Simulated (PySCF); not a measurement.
Compound: C6H7NO2.
Geometry (GFN2-xTB, Å), atoms numbered from 1 in this order:
```
atom  x, y, z in Å
C1     2.9654    0.1318   -0.0016
N2     1.7022   -0.1767   -0.5866
C3     0.6344    0.0870    0.0106
C4    -0.6879   -0.2319   -0.6219
C5    -1.5720   -1.0862    0.2336
C6    -2.6745   -0.4006    0.5057
O7    -2.6933    0.8486   -0.0624
C8    -1.5434    1.0320   -0.7599
O9    -1.2921    2.0353   -1.3530
H10    3.4869    0.8141   -0.6734
H11    2.8924    0.5832    0.9968
H12    3.5470   -0.7890    0.0514
H13    0.5855    0.5540    1.0057
H14   -0.4920   -0.6642   -1.6074
H15   -1.3210   -2.0741    0.5615
H16   -3.5452   -0.6543    1.0804
```

A PySCF run (density fitting, gas phase, GFN2-xTB geometry) gave HOMO -7.30 eV, LUMO -0.59 eV, dipole 3.85 D and E = -437.621 Eh.

Question: Which of these levels was it?
A. LDA/def2-SVPD
B. PBE0/6-311G**
C. WP04/pcseg-1

Answer: B. It is PBE0/6-311G**. All candidates on this geometry:

| level and settings | kind | basis functions | SCF cycles | E (Eh) | HOMO (eV) | LUMO (eV) | dipole (D) |
| --- | --- | --- | --- | --- | --- | --- | --- |
| LDA/def2-SVPD | LDA | 242 | 16 | -434.0990 | -6.17 | -2.15 | 3.94 |
| WP04/pcseg-1, damping 0.1 at the start, DIIS from the seventh cycle | global hybrid fitted to proton shifts | 161 | 25 | -447.6925 | -8.57 | -3.00 | 4.18 |
| PBE0/6-311G**, energy threshold 1e-08 Eh, level shift 0.1 Eh | global hybrid | 204 | 10 | -437.6212 | -7.30 | -0.59 | 3.85 |

The nearest other candidate, by the summed differences of HOMO and LUMO, is LDA/def2-SVPD: its HOMO differs by +1.13 eV and its LUMO by -1.56 eV. Cycle counts include a coarse-grid stage where the run had one. All basis functions are spherical, in the Pople sets too. WP04 was designed for NMR shieldings or shifts; total energies of different functionals aren't comparable.
